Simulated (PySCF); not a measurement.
Br⁺: excitation energy

Br⁺ [Ar] 3d10 4s2 4p4 (3P) → Br⁺ [Ar] 3d10 4s1 4p5 (3P), as a difference of total energies. Computed with PySCF 2.14 in aug-cc-pVQZ-PP with ECP10MDF, with a scalar-relativistic core potential. Correlated levels: valence: 3s2 3p6 3d10 frozen. The calculations carry no spin-orbit coupling.

| method | excitation energy (cm⁻¹) |
| --- | --- |
| UHF | 115160 |
| LDA | 104940 |
| PBE | 104030 |
| PBE0 | 106960 |
| r2SCAN | 105760 |
| B2PLYP | 106500 |
| M06-L | 105390 |
| BP86 | 103950 |
| wB97X | 108460 |
| MP2 (valence) | 106170 |
| SCS-MP2 (valence) | 105010 |

Errors of the correlated levels include the incompleteness of this basis and the frozen core.

For comparison: 96173 cm⁻¹ (measured; NIST levels, between the centres of gravity of the two terms).
